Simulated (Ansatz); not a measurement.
CH$_{4}$N, doublet, at a GFN2-xTB geometry; CCSD/3-21G (Ansatz, an electronic-structure program).

Input for Ansatz:
Ansatz 0.2 input:
```yaml
crystal:
  periodic: [false, false, false]
  atoms:
    - {symbol: C, position_ang: [0.05090308, 0.60657921, 0.04088531]}
    - {symbol: N, position_ang: [0.00214245, -0.78641762, 0.06273665]}
    - {symbol: H, position_ang: [-0.95624751, 1.05804230, 0.01396982]}
    - {symbol: H, position_ang: [-0.49330169, -1.14841740, -0.75166274]}
    - {symbol: H, position_ang: [0.58554129, 0.96413175, 0.92219723]}
    - {symbol: H, position_ang: [0.54359232, 0.99169139, -0.86897269]}
basis:
  gaussian:
    orbitals: 3-21G.json
magnetization: {spin_polarized: true, initial_magnetization: 1}
correlation: {method: ccsd}
```
The basis file holds 3-21G in the JSON format of the Basis Set Exchange.

**Question.** Write the output that Ansatz gives for this input, abridged.

**Answer.** 
```
Functional definition: HF
338 factors; integrals over basis functions are off by at most 1.0e-3 eV
mean field evaluation 1: about -2557.8194 eV, gradient 1.4e1 eV
mean field evaluation 2: about -2557.9845 eV, gradient 1.4e1 eV
mean field evaluation 4: about -2559.3683 eV, gradient 1.9e0 eV
mean field evaluation 8: about -2559.4177 eV, gradient 1.9e-1 eV
mean field evaluation 16: about -2559.4183 eV, gradient 9.1e-7 eV
mean field evaluation 32: about -2557.5987 eV, gradient 2.0e-1 eV
mean field -2559.41831798 eV, -94.0568883497 hartree, gradient 1.9e-6 eV, S^2 0.759085; 1 other end points of the search recorded, 0 dependent functions left out
determinant -2559.41831798 eV, -94.0568883497 hartree, with singles and doubles -2564.80977044 eV, -94.2550205730 hartree
determinant -2557.59947810 eV, -93.9900472171 hartree, with singles and doubles -2562.95449101 eV, -94.1868403118 hartree
2 core orbitals not correlated
reference -2559.41831798 eV, -94.0568883497 hartree; 7, 6 occupied and 17, 18 virtual orbitals, 338 factors
second order -4.67502709 eV of doubles, -0.00000000 eV of singles
cycle   1  -5.39149648 eV  change   -4.4e-5 eV  update   4.3e-4
cycle   2  -5.39149792 eV  change   -1.4e-6 eV  update   2.8e-4
cycle   3  -5.39148229 eV  change    1.6e-5 eV  update   1.0e-4
cycle   4  -5.39152032 eV  change   -3.8e-5 eV  update   4.2e-5
cycle   5  -5.39157832 eV  change   -5.8e-5 eV  update   9.1e-6
cycle   6  -5.39159016 eV  change   -1.2e-5 eV  update   2.8e-6
Total energy: -2564.80990814 eV, -94.2550256335 hartree
```
